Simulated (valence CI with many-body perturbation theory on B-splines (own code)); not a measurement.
E1 transitions of Ag XXXIV

Level of theory: valence CI with perturbative core correlation (CI+MBPT): four valence electrons over a frozen Dirac-Fock core [Ne], a basis of 11 s, 11 p, 10 d, 8 f, 5 g, 2 h functions for each j, with the one-electron correlation potential Σ1, the two-electron term Σ2, the three-electron term Σ3, Breit, model QED; selected CI, second order for the rest, scaled by the run's own slope (own B-spline code, finite nucleus).

The last digits are not significant, and no measured levels were compared; by estimate large intervals hold to a few tenths of a per cent, small ones and those within an open d or f shell to about a per cent. Among the levels kept, up to 700 cm⁻¹ of a level comes from second order outside the variational space, and about a tenth of that is noise between levels of different J, which matters for small intervals.

Lines 101 to 150 of 546 in falling wavelength, among levels below 3815.7 × 10³ cm⁻¹, chosen from the strongest by gf and those to the six lowest levels. Wavelengths and rates use the calculated energies. Electric multipoles are in the length gauge, E1 and E2 with the static RPA response of the core. Weak lines are less certain than strong ones. Lines between different terms over intervals too small for the method are left out, as are lines whose strength nearly cancels. Where a level lies close to another of its J and parity, the split of strength between their lines is uncertain. The highest levels of a list are the least certain.

Levels are named by their leading jj configuration (3d3/2^4 stands for four electrons in 3d with j = 3/2), which in mixed levels can hold well under half, so a name can repeat and another be missing. Letters in brackets count levels of one name in rising energy.

| λ vac (Å) | Upper | Lower | A (s⁻¹) | S (a.u.) |
| --- | --- | --- | --- | --- |
| 93.25 | (3s 3p1/2 3d5/2^2) J=2 | (3s 3p1/2 3p3/2 3d3/2) J=1 [c] | 1.40e+10 | 2.81e-02 |
| 93.18 | (3s 3p1/2 3p3/2 3d3/2) J=2 [c] | (3s^2 3p1/2 3d3/2) J=2 | 5.06e+10 | 1.01e-01 |
| 93.16 | (3p1/2 3p3/2^2 3d5/2) J=3 [d] | (3s 3p1/2 3p3/2 3d5/2) J=3 [e] | 1.19e+10 | 3.33e-02 |
| 93.04 | (3p1/2 3p3/2^2 3d5/2) J=2 [d] | (3s 3p3/2^2 3d3/2) J=2 [a] | 1.54e+10 | 3.06e-02 |
| 92.87 | (3s 3p1/2 3p3/2 3d5/2) J=1 [c] | (3s^2 3p1/2 3d5/2) J=2 | 2.14e+10 | 2.53e-02 |
| 92.83 | (3s 3p3/2^2 3d3/2) J=0 | (3s^2 3p3/2 3d3/2) J=1 | 7.53e+10 | 2.97e-02 |
| 92.64 | (3s 3p3/2^2 3d3/2) J=3 [b] | (3s^2 3p3/2 3d5/2) J=2 [b] | 1.44e+10 | 3.96e-02 |
| 92.63 | (3s 3p1/2 3d3/2 3d5/2) J=3 [c] | (3s 3p1/2 3p3/2 3d3/2) J=3 [b] | 1.52e+10 | 4.16e-02 |
| 92.61 | (3p1/2 3p3/2^2 3d3/2) J=2 [c] | (3s 3p1/2 3p3/2 3d3/2) J=1 [d] | 2.39e+10 | 4.68e-02 |
| 92.50 | (3s 3p1/2 3d5/2^2) J=4 [b] | (3s 3p1/2 3p3/2 3d5/2) J=3 [e] | 7.23e+10 | 2.54e-01 |
| 92.44 | (3s 3p3/2 3d3/2 3d5/2) J=3 [b] | (3s 3p1/2 3p3/2 3d5/2) J=2 [e] | 2.86e+10 | 7.81e-02 |
| 92.43 | (3s^2 3p3/2 3d3/2) J=1 | (3s^2 3p3/2^2) J=2 | 7.17e+09 | 8.38e-03 |
| 92.38 | (3s 3p3/2^2 3d3/2) J=2 [c] | (3s^2 3p3/2 3d5/2) J=1 [a] | 2.77e+10 | 5.39e-02 |
| 92.35 | (3p1/2 3p3/2^2 3d5/2) J=3 [c] | (3s 3p1/2 3p3/2 3d3/2) J=2 [e] | 1.99e+10 | 5.41e-02 |
| 92.25 | (3s 3p1/2^2 3p3/2) J=1 | (3s^2 3p1/2^2) J=0 | 3.50e+10 | 4.06e-02 |
| 92.12 | (3s 3p1/2 3d3/2 3d5/2) J=5 [b] | (3s 3p1/2 3p3/2 3d5/2) J=4 [d] | 7.66e+10 | 3.25e-01 |
| 92.10 | (3s 3p1/2 3d5/2^2) J=3 | (3s 3p1/2 3p3/2 3d5/2) J=3 [c] | 1.94e+10 | 5.24e-02 |
| 91.96 | (3s^2 3p3/2 3d3/2) J=2 | (3s^2 3p3/2^2) J=2 | 2.52e+09 | 4.84e-03 |
| 91.86 | (3p1/2 3p3/2^2 3d5/2) J=3 [d] | (3s 3p1/2 3p3/2 3d5/2) J=2 [c] | 7.64e+10 | 2.05e-01 |
| 91.81 | (3s 3p1/2 3d3/2 3d5/2) J=3 [a] | (3s 3p1/2 3p3/2 3d3/2) J=2 [b] | 2.40e+10 | 6.41e-02 |
| 91.75 | (3s 3p1/2 3d5/2^2) J=4 [a] | (3s 3p1/2 3p3/2 3d5/2) J=3 [b] | 1.68e+10 | 5.78e-02 |
| 91.75 | (3s 3p3/2 3d5/2^2) J=2 | (3s 3p3/2^2 3d3/2) J=1 [b] | 1.37e+10 | 2.61e-02 |
| 91.75 | (3s 3p1/2 3p3/2^2) J=0 | (3s^2 3p1/2 3p3/2) J=1 | 3.82e+10 | 1.46e-02 |
| 91.70 | (3s 3p1/2 3p3/2 3d5/2) J=3 [e] | (3s^2 3p1/2 3d5/2) J=2 | 8.72e+10 | 2.32e-01 |
| 91.42 | (3s 3p1/2 3p3/2 3d5/2) J=3 [d] | (3s 3p1/2 3p3/2^2) J=2 [b] | 8.38e+10 | 2.21e-01 |
| 91.34 | (3s 3p1/2 3p3/2^2) J=2 [b] | (3s^2 3p1/2 3p3/2) J=2 | 2.09e+10 | 3.93e-02 |
| 91.23 | (3s^2 3p3/2 3d3/2) J=3 | (3s^2 3p3/2^2) J=2 | 1.01e+10 | 2.64e-02 |
| 91.15 | (3p1/2 3p3/2^2 3d3/2) J=4 | (3s 3p1/2 3p3/2 3d5/2) J=4 [b] | 7.83e+09 | 2.63e-02 |
| 91.03 | (3s 3p3/2 3d3/2 3d5/2) J=3 [c] | (3s 3p1/2 3p3/2 3d5/2) J=2 [e] | 2.54e+10 | 6.63e-02 |
| 91.01 | (3s 3p3/2^2 3d5/2) J=2 [b] | (3s^2 3p3/2 3d5/2) J=2 [b] | 2.77e+10 | 5.15e-02 |
| 90.93 | (3s 3p3/2 3d5/2^2) J=2 | (3s 3p3/2^2 3d3/2) J=2 [a] | 2.22e+10 | 4.11e-02 |
| 90.92 | (3s 3p1/2 3d3/2 3d5/2) J=4 [c] | (3s 3p1/2 3p3/2 3d5/2) J=3 [d] | 7.65e+10 | 2.55e-01 |
| 90.91 | (3p1/2 3p3/2^2 3d5/2) J=2 [b] | (3s 3p1/2 3p3/2 3d5/2) J=3 [d] | 4.95e+10 | 9.17e-02 |
| 90.72 | (3s 3p1/2 3d3/2 3d5/2) J=3 [d] | (3s 3p1/2 3p3/2 3d5/2) J=2 [b] | 1.11e+10 | 2.87e-02 |
| 90.71 | (3s 3p1/2 3p3/2 3d3/2) J=2 [e] | (3s^2 3p1/2 3d3/2) J=1 | 5.36e+10 | 9.87e-02 |
| 90.65 | (3p1/2 3p3/2^2 3d3/2) J=2 [b] | (3s 3p1/2 3p3/2 3d3/2) J=2 [c] | 3.43e+10 | 6.31e-02 |
| 90.62 | (3p1/2 3p3/2^2 3d5/2) J=3 [b] | (3s 3p1/2 3p3/2 3d5/2) J=3 [a] | 2.03e+10 | 5.23e-02 |
| 90.61 | (3s 3p1/2 3p3/2 3d5/2) J=3 [b] | (3s 3p1/2 3p3/2^2) J=3 | 2.87e+10 | 7.39e-02 |
| 90.58 | (3s^2 3d5/2^2) J=2 | (3s^2 3p3/2 3d5/2) J=1 [b] | 1.49e+10 | 2.73e-02 |
| 90.58 | (3p1/2 3p3/2^2 3d5/2) J=3 [b] | (3s 3p1/2 3p3/2 3d5/2) J=2 [a] | 2.50e+10 | 6.42e-02 |
| 90.54 | (3p1/2 3p3/2^2 3d3/2) J=2 [a] | (3s 3p1/2 3p3/2 3d3/2) J=3 [a] | 1.71e+10 | 3.13e-02 |
| 90.53 | (3s^2 3d3/2 3d5/2) J=3 | (3s^2 3p3/2 3d3/2) J=3 | 5.10e+10 | 1.31e-01 |
| 90.33 | (3s^2 3p3/2 3d5/2) J=1 [a] | (3s^2 3p3/2^2) J=0 | 7.31e+08 | 7.98e-04 |
| 90.30 | (3s 3p1/2 3p3/2 3d5/2) J=2 [e] | (3s 3p1/2 3p3/2^2) J=1 [b] | 4.38e+10 | 7.96e-02 |
| 90.27 | (3s 3p3/2 3d3/2 3d5/2) J=2 [b] | (3s 3p3/2^2 3d3/2) J=3 [a] | 1.36e+10 | 2.47e-02 |
| 90.17 | (3s 3p1/2 3d3/2 3d5/2) J=4 [b] | (3s 3p1/2 3p3/2 3d3/2) J=3 [b] | 1.01e+11 | 3.29e-01 |
| 90.16 | (3s 3p1/2 3p3/2 3d5/2) J=2 [a] | (3s 3p1/2 3p3/2^2) J=2 [a] | 2.91e+10 | 5.26e-02 |
| 90.12 | (3s 3p1/2 3p3/2 3d5/2) J=3 [a] | (3s 3p1/2 3p3/2^2) J=2 [a] | 1.83e+10 | 4.62e-02 |
| 90.04 | (3p1/2 3p3/2^2 3d5/2) J=2 [d] | (3s 3p3/2^2 3d3/2) J=1 [a] | 4.36e+10 | 7.85e-02 |
| 90.04 | (3s 3p1/2 3p3/2^2) J=1 [a] | (3s^2 3p1/2 3p3/2) J=1 | 3.67e+10 | 3.97e-02 |
